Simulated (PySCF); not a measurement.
C4H12Si2, SMILES C1C[SiH2]C[SiH2]C1. Atoms are numbered in the order given.

```xyz
18

C      0.2754     1.8031     0.0000
C     -0.2911     1.1794     1.2895
Si     0.1622    -0.6400     1.5252
C     -0.3920    -1.5907     0.0000
Si     0.1622    -0.6400    -1.5252
C     -0.2911     1.1794    -1.2895
H      1.3766     1.7067     0.0000
H      0.0705     2.8876     0.0000
H      0.0627     1.7432     2.1699
H     -1.3930     1.2702     1.2945
H      1.6480    -0.7568     1.6656
H     -0.4658    -1.1721     2.7740
H     -0.0040    -2.6223     0.0000
H     -1.4948    -1.6485     0.0000
H     -0.4658    -1.1721    -2.7740
H      1.6480    -0.7568    -1.6656
H     -1.3930     1.2702    -1.2945
H      0.0627     1.7432    -2.1699
```

Coordinates come from a ωB97X-D3(BJ)/def2-SVP optimisation. Other conformers were not sampled.

Two levels are set side by side: PBE/pcSseg-1 (PySCF) and PBE0/pcSseg-1 (PySCF). GIAO shifts against TMS (²⁹Si), TMS (¹H), TMS (¹³C) at the same level; non-relativistic, no solvent, atoms listed together averaged. Differences are taken from unrounded values.

```tsv
quantity	PBE0
δ(¹³C) of C1 (ppm)	26.8
δ(¹³C) of C2, C6 (ppm)	14.8
δ(²⁹Si) of Si3, Si5 (ppm)	-37.3
δ(¹³C) of C4 (ppm)	-9.1
δ(¹H) of H13, H14 (ppm)	0.16
```

### Question
What does PBE give, and how far is it from PBE0? (The exact figures need the calculation; the answer reports its results.)

### Answer

```csv
quantity,PBE,PBE minus PBE0
δ(¹³C) of C1 (ppm),29.6,2.8
"δ(¹³C) of C2, C6 (ppm)",16.7,1.9
"δ(²⁹Si) of Si3, Si5 (ppm)",-39.4,-2.2
δ(¹³C) of C4 (ppm),-7.9,1.2
"δ(¹H) of H13, H14 (ppm)",0.26,0.11
```

Rough cost on one machine, each run with all the roots and properties that it gave: PBE0 against PBE within a factor of 2.
